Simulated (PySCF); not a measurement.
C3H9Ge, SMILES [CH]([CH2][GeH3])C, multiplicity 2. Geometry optimised at PBE-D3(BJ)/def2-SVP. The isomer is the one that the SMILES or the coordinates give; other isomers of the formula were not compared. Other conformers were not sampled.

Question: Give the equilibrium geometry at PBE-D3(BJ)/def2-SVP (PySCF confirms it by a frequency run) as Cartesian coordinates in Å. (Estimate from the structure and the level; the computed values follow.)

Answer: This is not unique; one that fits is 
```xyz
13

C      2.3942     1.0922    -0.2354
C      1.7998    -0.2082     0.1872
C      0.5539    -0.2831     0.9780
Ge    -1.0845    -0.1786    -0.1856
H      3.4578     0.9858    -0.5305
H      2.3347     1.8541     0.5730
H      1.8689     1.5421    -1.1160
H      2.1664    -1.1337    -0.2888
H      0.4557    -1.2382     1.5348
H      0.4618     0.5535     1.7041
H     -1.0938    -1.3846    -1.1635
H     -1.0466     1.1324    -1.0174
H     -2.3901    -0.2012     0.6632
```
Charge 0, spin multiplicity 2.
